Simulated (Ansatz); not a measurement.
Consider the formal exchange of groups at the Al–Si bond: `[AlH2][SiH2]O[SiH3]` + `B[SiH2]BO` → `B[SiH2][B](O)[AlH2]` + `[SiH3]O[SiH3]`.

Calculated with Ansatz (gas phase, PBE0-D4/def2-TZVP geometries, no zero-point term in ΔE). CBS: MP2 limit from def2 TZ/QZ plus the TZ coupled-cluster correction, frozen cores. Functionals use def2-TZVPP. Each species was taken in one conformer, which may not be the lowest.

```csv
level,ΔE (kJ/mol)
PBE0,28.2
HF/def2-TZVPP,61.7
SCS-MP2/def2-TZVPP,40.8
MP2/CBS(def2),34.4
```

Task: What does CCSD(T)/CBS give? (Best estimate.)

Result: Computed: +33.5 kJ/mol. The listed levels differ from it by -5.3, 28.2, 7.3, 0.9 kJ/mol.

Largest T1 diagnostic among the species: 0.020, so the coupled-cluster value is less sure than usual.

The D4 term adds −3.8 kJ/mol with B3LYP and −2.0 kJ/mol with PBE0; it sums over pairs of atoms, weighted by their polarisabilities, and B3LYP, whose exchange is more repulsive, gets the larger term. From PBE to PBE0 (25 % exact exchange), in def2-TZVPP and without D4, ΔE moves by +9.8 kJ/mol.

B3LYP here is the variant with VWN-RPA as its local correlation; programs differ in this.
